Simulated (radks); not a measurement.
Results of a calculation; reference values are marked as such.
Ru IX, configuration [Kr] (the NIST ground configuration). Code: a radial shooting solver on a logarithmic mesh with Libxc functionals. Model: scalar-relativistic Kohn-Sham, r2SCAN, spin-polarised, spherical densities, finite nucleus; meta-GGA in the generalised Kohn-Sham scheme; Fermi nuclear charge, rms radius 4.4809 fm.

Normalised radial functions P(r) = r R(r), r in bohr:

r              4s
0.002165   0.0813
0.00282    0.1013
0.003642   0.1241
0.004705   0.1502
0.006078   0.1790
0.007851   0.2086
0.01022    0.2367
0.01321    0.2561
0.01706    0.2599
0.02204    0.2380
0.02846    0.1791
0.03706    0.0711
0.04788   -0.0778
0.06185   -0.2481
0.07989   -0.3896
0.1032    -0.4283
0.1344    -0.2863
0.1736     0.0362
0.2242     0.4279
0.2896     0.6608
0.3741     0.5147
0.4833    -0.0317
0.6293    -0.7402
0.8129    -1.1660
1.05      -1.1084
1.356     -0.7067
1.752     -0.2965
2.282     -0.0716
2.947     -0.0097
3.807     -0.0006

4s: eigenvalue -203.62 eV, 3 radial nodes at r = 0.0422, 0.169, 0.478 bohr, <r> = 0.967 bohr, 90 % of the charge inside 1.39 bohr.
